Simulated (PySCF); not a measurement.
## Working out the ionisation energy of Bi⁺

Bi⁺ [Xe] 4f14 5d10 6s2 6p2 (3P) → Bi²⁺ [Xe] 4f14 5d10 6s2 6p1 (2P). All numbers are calculated (PySCF 2.14, a scalar-relativistic core potential, in def2-TZVPPD with the def2 core potential (60 electrons)). Frozen: nothing. Energies in hartree (1 hartree = 27.21139 eV):

| part | Bi⁺ (lower) | Bi²⁺ (upper) |
| --- | --- | --- |
| UHF | -213.291969 | -212.729422 |
| MP2 opposite-spin | -0.271846 | -0.264436 |
| MP2 same-spin | -0.156341 | -0.146905 |

What does Hartree-Fock give?

(-212.729422) − (-213.291969) = 0.562547 hartree = 15.308 eV.

What do MP2 and SCS-MP2 (6/5 opposite-spin, 1/3 same-spin) give?

The opposite-spin parts differ by 0.202 eV and the same-spin parts by 0.257 eV. MP2: 15.308 + (0.202) + (0.257) = 15.767 eV. SCS-MP2: 15.308 + 1.2 × (0.202) + (0.257)/3 = 15.636 eV.

Reference: 16.703 eV (measured; NIST Atomic Spectra Database, ionization energies), between the lowest levels; spin-orbit coupling is absent from the calculation.

What remains against the reference includes basis incompleteness and correlation beyond second order.
